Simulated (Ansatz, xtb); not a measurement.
**CH5CaN: which of two isomers lies lower**

Structure I is `[CH3][Ca][NH2]`, a singlet and structure II is `C[NH][CaH]`, a singlet. Both are isolated molecules in the gas phase, relaxed with PBE0-D3(BJ)/def2-SVP.

**Question.** Estimate which is lower in electronic energy at CCSD(T)/def2-TZVP, and by roughly how much.

**Answer.** The CCSD(T)/def2-TZVP calculation puts structure I lower, by 16.9 kcal/mol.

How the difference moves with the method:

```tsv
level	geometry	E(II) − E(I) (kcal/mol)	departure from the last row (kcal/mol)	job, with rough time for the two
PBE0-D3(BJ)/def2-SVP	PBE0-D3(BJ)/def2-SVP	+11.1	−5.9	optimisation, 8.8 min
HF/def2-TZVP	PBE0-D3(BJ)/def2-SVP	+11.2	−5.7	part of the CCSD(T) run
MP2/def2-TZVP	PBE0-D3(BJ)/def2-SVP	+18.2	+1.3	part of the CCSD(T) run
CCSD(T)/def2-TZVP	PBE0-D3(BJ)/def2-SVP	+16.9		single point, 2.2 min
```

As drawn, II has 1 C–N, 1 Ca–H in place of 1 C–Ca, 1 N–H.

None of the levels shown reverses the order. The largest departure from CCSD(T)/def2-TZVP is that of PBE0-D3(BJ)/def2-SVP, 5.9 kcal/mol. Levels run at GFN2-xTB geometries aren't shown.

With harmonic frequencies from PBE0-D3(BJ)/def2-SVP (ideal gas, rigid rotor, one conformer each, 298.15 K, 1 atm): on the last row, ΔE + ΔZPE = +16.8 kcal/mol. A mode under 50 cm⁻¹ makes harmonic enthalpies and free energies unreliable, so none is given.

The correlated steps freeze 7 core orbitals; the last core shell of Ca is correlated, in a basis made for valence electrons. Codes used: Ansatz 0.2.0; the last row on 1 thread of AMD EPYC (Zen 3) on a shared host.
